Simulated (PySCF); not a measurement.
# UHF on Rb (rubidium, neutral)

Configuration: [Kr] 5s1, 2S determinant. Computed with PySCF 2.14 in x2c-SVPall (6s4p5d1f, 50 functions), with scalar relativity by spin-free X2C-1e.

* Total energy: -2978.831570 hartree
* One-electron energy: -4129.8076 hartree
* Hartree (Coulomb) energy: 1250.6742 hartree
* Exchange energy: -99.6982 hartree
* ⟨S²⟩: 0.7503
* ⟨L²⟩: 0.000
* Sum of ⟨r⟩: 29.68 bohr
* Sum of ⟨r²⟩: 67.22 bohr²
* Langevin diamagnetic susceptibility: -53.2 ×10⁻⁶ cm³/mol
* Time after the integrals: 0.11 s of wall time on 1 thread of Neoverse-V2 (shared host)

| shell | electrons | mean orbital energy (eV) | rms radius, mean of both spins (bohr) |
| --- | --- | --- | --- |
| 1s α | 1 | -15287.4 | 0.0464 |
| 1s β | 1 | -15287.4 | 0.0464 |
| 2s α | 1 | -2108.7 | 0.192 |
| 2s β | 1 | -2108.7 | 0.192 |
| 2p α | 3 | -1865.0 | 0.171 |
| 2p β | 3 | -1865.0 | 0.171 |
| 3s α | 1 | -342.79 | 0.544 |
| 3s β | 1 | -342.74 | 0.544 |
| 3p α | 3 | -261.77 | 0.557 |
| 3p β | 3 | -261.76 | 0.557 |
| 3d α | 5 | -127.58 | 0.577 |
| 3d β | 5 | -127.57 | 0.577 |
| 4s α | 1 | -43.058 | 1.59 |
| 4s β | 1 | -42.929 | 1.59 |
| 4p α | 3 | -22.427 | 1.87 |
| 4p β | 3 | -22.354 | 1.87 |
| 5s α | 1 | -3.816 | 5.92 |

Densities and radii are taken from the X2C orbitals without a picture-change correction, which distorts them close to the nucleus.
